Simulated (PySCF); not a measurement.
Cost of excited-state runs on SMILES c1ccc2ncccc2c1, C9H7N

Geometry (Å), atoms numbered from 1 in this order:
```xyz
17

C    -2.2607    0.7892    0.0013
C    -2.3765   -0.6032   -0.1426
C    -1.2635   -1.3952   -0.1835
C     0.0207   -0.8209   -0.0820
N     1.0987   -1.6299   -0.1288
C     2.2829   -1.0963   -0.0356
C     2.5157    0.2837    0.1137
C     1.4392    1.1259    0.1643
C     0.1386    0.5891    0.0652
C    -1.0301    1.3752    0.1040
H    -3.1550    1.3945    0.0299
H    -3.3596   -1.0436   -0.2211
H    -1.3325   -2.4659   -0.2937
H     3.1164   -1.7868   -0.0795
H     3.5264    0.6558    0.1854
H     1.5654    2.1943    0.2779
H    -0.9332    2.4462    0.2154
```

PySCF with density fitting, on 1 thread of an AMD EPYC, shared host. Command: `OMP_NUM_THREADS=1 python excited_run.py task.json out`

**Question.** How long does each of these runs take, and how much memory?
- magnetisability and related constants, B3LYP/aug-pcSseg-1; writes grids
- magnetisability and related constants, revPBE/6-31G*; IEF-PCM tetrahydrofuran

**Answer.** 
```
                                  run               level  basis functions  wall time  peak memory (GiB)
magnetisability and related constants  B3LYP/aug-pcSseg-1              323    4.6 min                1.4
magnetisability and related constants       revPBE/6-31G*              154       81 s               0.77
```
Times from a shared host are rough.
